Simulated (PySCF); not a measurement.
One molecule, one basis, several functionals.

Compound: ClH₈PSi₃.
Atom-mapped SMILES: `[SiH3:1][Si:2]([SiH3:3])([PH2:4])[Cl:5]` (hydrogens: H6, H7, H8 on Si1; H9, H10, H11 on Si3; H12, H13 on P4)

Torsions of this conformer, `[SiH3:1][Si:2]([SiH3:3])([PH2:4])[Cl:5]`: H–P4–Si2–Si1 -42°, H–P4–Si2–Si1 52°.

PySCF, pcSseg-1 basis, density fitting, gas phase, PBE0-D3(BJ)/def2-SVP geometry. One functional is left out:

```
functional  exact exchange (%)  HOMO energy (eV)  LUMO energy (eV)  dipole moment (D)
     B97-D                   0             -6.46             -1.62              1.915
      BLYP                   0             -6.31             -1.54              1.796
      BP86                   0             -6.59             -1.87              1.928
       LDA                   0             -6.56             -1.96              2.016
      OPBE                   0             -6.49             -1.71              2.017
       PBE                   0             -6.48             -1.78              1.906
     B3LYP                  20             -7.34             -1.07              1.953
      PBE0                  25             -7.57             -0.98              2.083
  mPW1PW91                  25             -7.59             -0.98              2.097
 BHandHLYP                  50             -8.51              0.04              2.105
```

Task: Predict the row of B97-2 (21 % exact exchange) by straight lines through the other rows, and check it.

Result: 
```
         property   line  computed  computed − line  B3LYP (20 %), for comparison
 HOMO energy (eV)  -7.36     -7.35            +0.01                         -7.34
 LUMO energy (eV)  -1.04     -0.98            +0.06                         -1.07
dipole moment (D)  2.018     2.069           +0.051                         1.953
```

Task: Which of these properties follows the share of exact exchange most closely, and which least?

Result: Most closely the HOMO energy, least the dipole moment; the correlations over the tabulated rows are HOMO energy -0.994, LUMO energy 0.979, dipole moment 0.707. The HOMO energy moves by -0.415 eV for every 10 %. Functionals with the same share still differ in their other parts: at 0 % BLYP and BP86 differ by 0.28 eV in it.
